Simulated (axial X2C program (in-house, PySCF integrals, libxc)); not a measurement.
## Spectroscopic constants of InSn⁻

All values were computed with an in-house all-electron X2C program for linear molecules (integrals from PySCF). Spin-free means the one-electron spin-free X2C Hamiltonian; two-component (2c) means X2C with spin–orbit coupling and atomic mean-field two-electron Coulomb and Gaunt terms, so the difference of the two also holds small scalar two-electron terms. Basis: Sn dyall-av3z [12s13p10d2f], In dyall-av3z [12s13p10d2f] (cores contracted in-house); Gaussian nuclei, density fitting, unrestricted open shells. Masses: Sn 119.902 u, In 114.904 u.

Input file and command:
```json
{"zs": [50, 49], "q": -1, "bas": ["dyall-av3z", "dyall-av3z"], "levels": ["PBE0", "HF", "r2SCAN0", "PBE"], "cc": false, "r0": 2.82, "npts": 10, "nst": 2, "ntry": 6}
```
```bash
python so2c.py task.json out
```

Keys: zs atomic numbers; q charge; bas basis sets; levels methods; cc coupled cluster on or off; r0 starting distance in Å; npts points on the curve; nst determinants followed; ntry starts of the search. HF also brings MP2.

State, spin-free: M_S = 1, Λ = 0 (beyond evenly filled blocks: π+α, π-α); electrons by block: σα: 21, σβ: 21, π+α: 11, π+β: 10, π-α: 11, π-β: 10, δ+α: 4, δ+β: 4, δ-α: 4, δ-β: 4. Fragments: Sn- + In.

State, 2c: Ω = 1 (⟨Sz⟩ = 1.01, ⟨Lz⟩ = -0.01 at r2SCAN0); electrons by block: 1/2: 31, -1/2: 32, 3/2: 15, -3/2: 14, 5/2: 4, -5/2: 4. Fragments: Sn- + In.

| Hamiltonian | level | Re (Å) | ωe (cm⁻¹) | ωexe (cm⁻¹) | De (eV) | D0 (eV) | k (mdyn/Å) | μ (D) |
| --- | --- | --- | --- | --- | --- | --- | --- | --- |
| spin-free | PBE0 | 2.856 | 154.4 | 0.312 | 1.79 | 1.78 | 0.824 | 0.81 |
| spin-free | HF | 2.875 | 153.7 | 0.542 | 0.681 | 0.671 | 0.816 | 1.42 |
| spin-free | r2SCAN0 | 2.835 | 159.6 | 0.328 | 1.74 | 1.73 | 0.881 | 0.83 |
| spin-free | PBE | 2.901 | 143.3 | 0.303 | 1.91 | 1.90 | 0.709 | 0.65 |
| 2c | r2SCAN0 | 2.837 | 158.2 | 0.341 | n/a | n/a | 0.866 | 0.80 |

Dipoles are positive if In is the positive end and refer to the centre of mass.

Occupations by symmetry block were frozen at the best pattern of an incomplete PBE0 search. De is counted from the lowest determinant-based energies of the atoms at the same level, without counterpoise correction. De is not given where an atomic determinant may have missed its ground term or J level, or where the truncated virtual space spoils (T). Density functionals use the spin component along the axis (collinear). PBE0 can misorder states that lie within some tenths of an eV, so this need not be the ground state of the molecule. The nearest other spin-free determinant of the search, M_S = 1, Λ = 1, lies 0.14 eV up at the distance of the search. Without a current term, density functionals place determinants with orbital angular momentum somewhat too high. With several unpaired electrons one determinant need not be a pure state. Open-shell Ω = 0 determinants with evenly filled partner blocks cannot be reached by this program, so the Ω shown need not be the lowest component. At some level and bond length an empty orbital lies below a filled one. This is the Ω = 1 component of a π² triplet; the 0⁺ component is not one determinant and can lie lowest. The highest occupied level of some functionals is positive through self-interaction error; at Hartree–Fock it is bound. The determinant is spin-polarised beyond a pure state at some levels (its spin-free form has ⟨S²⟩ too high), which makes Re and μ there less reliable. Hartree–Fock gets electron affinities wrong, so its lowest charge split need not be the true one.

No reliable constants came from HF (2c), MP2 (2c), MP2 (spin-free), PBE (2c), PBE0 (2c): no minimum in range, unconverged points, a curve that is not smooth, a change of character along it, or the two Hamiltonians disagreeing along it.

Rough cost a point (2c) on 1 thread(s) of a shared host, integrals apart: r2SCAN0 5 s.

The whole task took 6.5 min on 1 thread of Arm Neoverse N1, on a shared host.
